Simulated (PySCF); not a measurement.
Isomers of C8H15N, one GFN2-xTB conformer each. Single-point energies are computed at PBE0/pcSseg-1 (PySCF, gas phase, no added dispersion term), electronic only.

Question: Rank them by PBE0/pcSseg-1 energy, lowest first (kJ/mol).
A. `[CH3:1][N:2]([CH3:3])[C@H:4]1[CH2:5][C@H:6]2[CH2:7][C@H:8]2[CH2:9]1` with C1–N2–C4–C5 59°, N2–C4–C5–C6 151°, C4–C5–C6–C7 -83°, C5–C6–C7–C8 96°, C6–C7–C8–C9 -96°
B. `[CH2:1]=[C:2]1[CH2:3][CH2:4][C@@H:5]([CH3:6])[C@H:7]1[CH2:8][NH2:9]` with C5–C7–C8–N9 -52°, C7–C8–N9–H 180° and -62°, C1–C2–C3–C4 -175°, C2–C3–C4–C5 -28°, C3–C4–C5–C6 -81°, C4–C5–C7–C8 -162°
C. `[CH2:1]=[C:2]([CH3:3])[C@@H:4]1[CH2:5][CH2:6][C@H:7]1[CH2:8][NH2:9]` with C1–C2–C4–C5 120°, C6–C7–C8–N9 -77°, C7–C8–N9–H 60° and 178°, C2–C4–C5–C6 -139°, C4–C5–C6–C7 15°, C5–C6–C7–C8 -135°, C2–C4–C7–C6 136°

Answer: B (0.0), A (59.3), C (73.0).

As drawn, the highest has a four-membered ring, which the lowest lacks. GFN2-xTB itself gives, in the same order: 22.5, 0.0, 87.8. GFN2-xTB puts CN(C)[C@H]1C[C@H]2C[C@H]2C1 lowest instead; measured from each level's own lowest isomer, the values differ by up to 59.3 kJ/mol (CN(C)[C@H]1C[C@H]2C[C@H]2C1: 0.0 against 59.3).

Q: Which frontier levels, dipoles and rotational constants go with these structures?

A: 
```csv
SMILES,"HOMO (eV, PBE0/pcSseg-1)",LUMO (eV),dipole (D),"A, B, C (MHz)"
C=C1CC[C@@H](C)[C@H]1CN,-6.75,0.35,1.12,"2128, 1495, 1041"
CN(C)[C@H]1C[C@H]2C[C@H]2C1,-6.14,1.34,0.70,"3534, 1105, 930.4"
C=C(C)[C@@H]1CC[C@H]1CN,-6.68,0.64,1.66,"2708, 1020, 817.8"
```
